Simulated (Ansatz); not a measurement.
Harmonic frequencies (cm⁻¹) at PBE0-D4/def2-TZVP from Ansatz: 211, 223, 264, 294, 311, 443, 669, 745, 813, 840, 1163, 3872.

Each molecule was computed in one conformer, which needn't be the lowest.

(1) Which molecule is it?
A. `[O]=[V]([OH])([F])[F]`
B. `[NH]=[V]([F])([Cl])[Cl]`
C. `[NH]=[V]([NH2])([Cl])[Cl]`
D. `[NH2][V](=[O])([F])[Cl]`

Answers

(1) A.
